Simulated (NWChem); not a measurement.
**Extrapolating the UMP2 correlation energy of CH₂Cl**

```xyz
4

C      0.0000     0.0000    -1.1183
Cl     0.0000     0.0000     0.5872
H      0.9680     0.0000    -1.6363
H     -0.9680     0.0000    -1.6363
```
Charge 0, spin multiplicity 2.

Everything below was run with NWChem. All single points use one geometry, from UPBE/def2-SVP, a minimum by its harmonic frequencies.

The correlated methods keep 6 core orbitals frozen. The structure started from a generated list of species. The unpaired electrons of the parent sit in orbitals of symmetry b2 (C2v labels of the run); other states weren't searched. The stability of the SCF solutions was not checked. Open-shell Hartree-Fock references start from PBE0 orbitals; any time given for them includes that run.

Worked example. The UMP2 correlation energy is -255.25 mHa in cc-pVDZ and -336.63 mHa in cc-pVTZ. The form E(X) = E∞ + A/X³ turns the pair into an estimate of the basis-set limit.

E∞ = (3³·(-336.63) − 2³·(-255.25))/(3³ − 2³) = -370.9 mHa. The larger basis holds 91 % of that, at about 3 times the processor time of the smaller one. This is a two-point estimate, and a rough one from so small a pair.
